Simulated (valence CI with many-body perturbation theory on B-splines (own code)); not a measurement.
## Bi¹¹⁺: E2, M1 decay

Computed by configuration interaction combined with many-body perturbation theory (CI+MBPT): four valence electrons over a frozen Dirac-Fock core [Xe] 4f14, a basis of 7 s, 7 p, 8 d, 6 f, 4 g, 1 h functions for each j, with the one-electron correlation potential Σ1 (screened to all orders), the two-electron term Σ2, the three-electron term Σ3, Breit, model QED; selected single and double excitations, second order for the rest, scaled by the run's own slope (own B-spline code, finite nucleus).

No measured spectrum was set against this ion. As an estimate, terms of the open shell hold to 2 to 4 % of their energy, and close levels can change places. Excitations out of the core, of the other parity, are not computed and may begin above about 52.4 eV (a cautious bound); beyond it only levels of the ground parity were kept, without lifetimes.

Lines 1 to 50 of 120 in falling wavelength, among levels below 422720 cm⁻¹, chosen from the decays that carry over 1 % of a level's rate. Wavelengths and rates use the calculated energies, so an error of 2000 cm⁻¹ moves a line at 2149 nm by 43 % and its rate by three times that or more. Electric multipoles are in the length gauge, E1 and E2 with the static RPA response of the core. S is in atomic units (e²a₀⁴ for E2 and M2, e²a₀⁶ for E3), for M1 in squared Bohr magnetons. Weak lines are less certain than strong ones. Lines between different terms over intervals too small for the method are left out, as are lines whose strength nearly cancels.

Levels are named by their leading jj configuration (3d3/2^4 stands for four electrons in 3d with j = 3/2), which in mixed levels can hold well under half, so a name can repeat and another be missing. Letters in brackets count levels of one name in rising energy.

| λ vac (nm) | Upper | Lower | Type | A (s⁻¹) | S (a.u.) |
| --- | --- | --- | --- | --- | --- |
| 2262 | (5d3/2^2 5d5/2^2) J=6 | (5d3/2^2 5d5/2^2) J=5 | M1 | 8.01e-01 | 4.47e+00 |
| 2149 | (5d3/2^3 5d5/2) J=4 | (5d3/2^3 5d5/2) J=2 | E2 | 3.72e-06 | 1.37e-01 |
| 1675 | (5d3/2^3 5d5/2) J=3 | (5d3/2^3 5d5/2) J=2 | M1 | 6.00e+00 | 7.32e+00 |
| 1231 | (5d3/2^2 5d5/2^2) J=2 [b] | (5d3/2^2 5d5/2^2) J=1 | M1 | 5.33e+00 | 1.84e+00 |
| 1108 | (5d3/2^2 5d5/2^2) J=5 | (5d3/2^2 5d5/2^2) J=4 [a] | M1 | 8.13e+00 | 4.51e+00 |
| 1058 | (5d3/2^2 5d5/2^2) J=4 [b] | (5d3/2^2 5d5/2^2) J=5 | M1 | 1.42e+00 | 5.62e-01 |
| 824.9 | (5d3/2^3 5d5/2) J=2 | (5d3/2^3 5d5/2) J=1 | M1 | 6.35e+01 | 6.61e+00 |
| 706.6 | (5d3/2^2 5d5/2^2) J=1 | (5d3/2^2 5d5/2^2) J=0 [a] | M1 | 4.19e+01 | 1.64e+00 |
| 670.3 | (5d3/2^2 5d5/2^2) J=4 [b] | (5d3/2^2 5d5/2^2) J=3 [a] | M1 | 3.53e+01 | 3.55e+00 |
| 622.6 | (5d3/2^2 5d5/2^2) J=2 [b] | (5d3/2^2 5d5/2^2) J=2 [a] | M1 | 2.83e+01 | 1.26e+00 |
| 619.6 | (5d3/2^2 5d5/2^2) J=3 [b] | (5d3/2^2 5d5/2^2) J=3 [a] | M1 | 6.95e+00 | 4.29e-01 |
| 597.4 | (5d3/2 5d5/2^3) J=3 [c] | (5d3/2 5d5/2^3) J=2 [a] | M1 | 4.97e+01 | 2.75e+00 |
| 541.1 | (5d3/2^2 5d5/2^2) J=4 [b] | (5d3/2^2 5d5/2^2) J=4 [a] | M1 | 1.04e+01 | 5.52e-01 |
| 515.8 | (5d3/2 5d5/2^3) J=3 [a] | (5d3/2^2 5d5/2^2) J=4 [b] | M1 | 2.86e+01 | 1.02e+00 |
| 514.8 | (5d3/2 5d5/2^3) J=1 [b] | (5d3/2 5d5/2^3) J=0 | M1 | 2.76e+01 | 4.19e-01 |
| 514.6 | (5d3/2^2 5d5/2^2) J=4 [a] | (5d3/2^3 5d5/2) J=3 | M1 | 5.13e+01 | 2.33e+00 |
| 507.6 | (5d3/2^2 5d5/2^2) J=3 [b] | (5d3/2^2 5d5/2^2) J=4 [a] | M1 | 5.24e+00 | 1.78e-01 |
| 506.2 | (5d3/2 5d5/2^3) J=3 [b] | (5d3/2 5d5/2^3) J=3 [a] | M1 | 3.50e+01 | 1.18e+00 |
| 482.0 | (5d3/2^2 5d5/2^2) J=4 [a] | (5d3/2^3 5d5/2) J=4 | M1 | 2.77e+02 | 1.03e+01 |
| 478.0 | (5d3/2^3 5d5/2) J=1 | (5d3/2^4) J=0 | M1 | 2.89e+02 | 3.51e+00 |
| 453.8 | (5d3/2 5d5/2^3) J=4 [a] | (5d3/2^2 5d5/2^2) J=5 | M1 | 3.91e+01 | 1.22e+00 |
| 443.1 | (5d3/2 5d5/2^3) J=2 [a] | (5d3/2^2 5d5/2^2) J=2 [c] | M1 | 1.20e+02 | 1.93e+00 |
| 434.9 | (5d3/2^2 5d5/2^2) J=3 [a] | (5d3/2^3 5d5/2) J=3 | M1 | 2.36e+02 | 5.04e+00 |
| 434.9 | (5d3/2^2 5d5/2^2) J=2 [c] | (5d3/2^2 5d5/2^2) J=1 | M1 | 1.86e+01 | 2.84e-01 |
| 431.6 | (5d3/2 5d5/2^3) J=3 [b] | (5d3/2^2 5d5/2^2) J=2 [c] | M1 | 1.26e+01 | 2.62e-01 |
| 411.4 | (5d3/2^2 5d5/2^2) J=3 [a] | (5d3/2^3 5d5/2) J=4 | M1 | 4.97e+00 | 8.99e-02 |
| 409.3 | (5d3/2 5d5/2^3) J=1 [b] | (5d3/2^2 5d5/2^2) J=2 [d] | M1 | 1.92e+02 | 1.47e+00 |
| 407.0 | (5d3/2 5d5/2^3) J=1 [a] | (5d3/2^2 5d5/2^2) J=2 [b] | M1 | 8.91e+01 | 6.68e-01 |
| 393.9 | (5d3/2 5d5/2^3) J=5 | (5d3/2^2 5d5/2^2) J=4 [b] | M1 | 2.14e+02 | 5.33e+00 |
| 387.1 | (5d3/2^2 5d5/2^2) J=4 [c] | (5d3/2^2 5d5/2^2) J=3 [b] | M1 | 1.88e+01 | 3.64e-01 |
| 369.6 | (5d3/2^2 5d5/2^2) J=4 [c] | (5d3/2^2 5d5/2^2) J=4 [b] | M1 | 7.38e+00 | 1.24e-01 |
| 363.6 | (5d3/2 5d5/2^3) J=4 [a] | (5d3/2^2 5d5/2^2) J=3 [a] | M1 | 7.43e+01 | 1.19e+00 |
| 354.4 | (5d3/2 5d5/2^3) J=3 [c] | (5d3/2^2 5d5/2^2) J=4 [c] | M1 | 1.91e+02 | 2.21e+00 |
| 345.8 | (5d3/2^2 5d5/2^2) J=2 [a] | (5d3/2^3 5d5/2) J=2 | M1 | 2.00e+02 | 1.53e+00 |
| 345.3 | (5d3/2^2 5d5/2^2) J=3 [a] | (5d3/2^3 5d5/2) J=2 | M1 | 2.00e+02 | 2.13e+00 |
| 335.9 | (5d3/2^2 5d5/2^2) J=5 | (5d3/2^3 5d5/2) J=4 | M1 | 2.10e+02 | 3.25e+00 |
| 334.2 | (5d3/2 5d5/2^3) J=1 [b] | (5d3/2 5d5/2^3) J=1 [a] | M1 | 3.98e+01 | 1.65e-01 |
| 333.9 | (5d3/2^2 5d5/2^2) J=2 [d] | (5d3/2^2 5d5/2^2) J=3 [b] | M1 | 1.20e+02 | 8.29e-01 |
| 332.6 | (5d3/2^2 5d5/2^2) J=2 [d] | (5d3/2^2 5d5/2^2) J=2 [b] | M1 | 1.25e+02 | 8.54e-01 |
| 328.7 | (5d3/2 5d5/2^3) J=5 | (5d3/2^2 5d5/2^2) J=6 | M1 | 1.26e+02 | 1.83e+00 |
| 323.3 | (5d3/2^2 5d5/2^2) J=2 [c] | (5d3/2^2 5d5/2^2) J=2 [a] | M1 | 8.32e+01 | 5.21e-01 |
| 321.9 | (5d3/2 5d5/2^3) J=4 [a] | (5d3/2^2 5d5/2^2) J=4 [a] | M1 | 6.23e+02 | 6.94e+00 |
| 306.1 | (5d3/2 5d5/2^3) J=6 | (5d3/2^2 5d5/2^2) J=6 | M1 | 2.68e+02 | 3.71e+00 |
| 305.8 | (5d3/2 5d5/2^3) J=1 [a] | (5d3/2^2 5d5/2^2) J=1 | M1 | 3.50e+02 | 1.11e+00 |
| 304.7 | (5d3/2^2 5d5/2^2) J=0 [b] | (5d3/2 5d5/2^3) J=1 [a] | M1 | 1.12e+02 | 1.18e-01 |
| 292.4 | (5d3/2^2 5d5/2^2) J=6 | (5d3/2^3 5d5/2) J=4 | E2 | 6.81e-02 | 1.69e-01 |
| 291.5 | (5d3/2 5d5/2^3) J=3 [a] | (5d3/2^2 5d5/2^2) J=3 [a] | M1 | 5.20e+02 | 3.35e+00 |
| 291.2 | (5d3/2 5d5/2^3) J=3 [a] | (5d3/2^2 5d5/2^2) J=2 [a] | M1 | 6.27e+02 | 4.01e+00 |
| 287.1 | (5d3/2^2 5d5/2^2) J=0 [a] | (5d3/2^3 5d5/2) J=1 | M1 | 1.57e+03 | 1.38e+00 |
| 287.0 | (5d3/2 5d5/2^3) J=5 | (5d3/2^2 5d5/2^2) J=5 | M1 | 1.96e+02 | 1.89e+00 |
